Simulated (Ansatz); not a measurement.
Stepwise reaction of `[SH][Ti]([SH])([SH])[SH]` with water, as a gas-phase model of exchange steps in deposition or etching. ΔE in kJ/mol.

Program: Ansatz. Geometries: PBE0-D4/def2-TZVP. ΔE: electronic, gas phase. CCSD(T)/CBS adds triple-zeta CCSD(T) − MP2 to the extrapolated MP2 energy (def2 sets, frozen cores). This one scheme is used for every species. DFT in def2-TZVPP. B3LYP here is the variant with VWN-RPA as its local correlation; programs differ in this. For Ti outer-core shells are correlated without core-valence functions, which leaves a few kJ/mol of doubt a bond. Scalar relativity is left out up to krypton. One conformer a species, not always the lowest.

| step | reaction | PBE-D4 | B3LYP-D4 | ωB97M-V | CCSD(T)/CBS |
| --- | --- | --- | --- | --- | --- |
| 1 | `[SH][Ti]([SH])([SH])[SH]` + H₂O → `[OH][Ti]([SH])([SH])[SH]` + H₂S | -31.3 | -38.8 | -44.1 | -29.4 |
| 2 | `[OH][Ti]([SH])([SH])[SH]` + H₂O → `[OH][Ti]([OH])([SH])[SH]` + H₂S | -23.8 | -31.0 | -35.4 | -22.9 |
| 3 | `[OH][Ti]([OH])([SH])[SH]` + H₂O → `[OH][Ti]([OH])([OH])[SH]` + H₂S | -20.2 | -26.6 | -30.0 | -19.5 |
| 4 | `[OH][Ti]([OH])([OH])[SH]` + H₂O → `[OH][Ti]([OH])([OH])[OH]` + H₂S | -20.4 | -26.8 | -28.8 | -20.9 |

Task: By hand: ΔE of the 4 steps together at CCSD(T)/CBS.

Result: (-29.4) + (-22.9) + (-19.5) + (-20.9) = -92.7 kJ/mol, or -23.2 kJ/mol a step.

In ΔE step 1 is the lowest and step 3 the highest. All are downhill at CCSD(T)/CBS. PBE-D4 differs from CCSD(T)/CBS by -1.9 to 0.5 kJ/mol a step. Isolated molecules leave out the surface, adducts and barriers. Largest T1 diagnostic: 0.029.
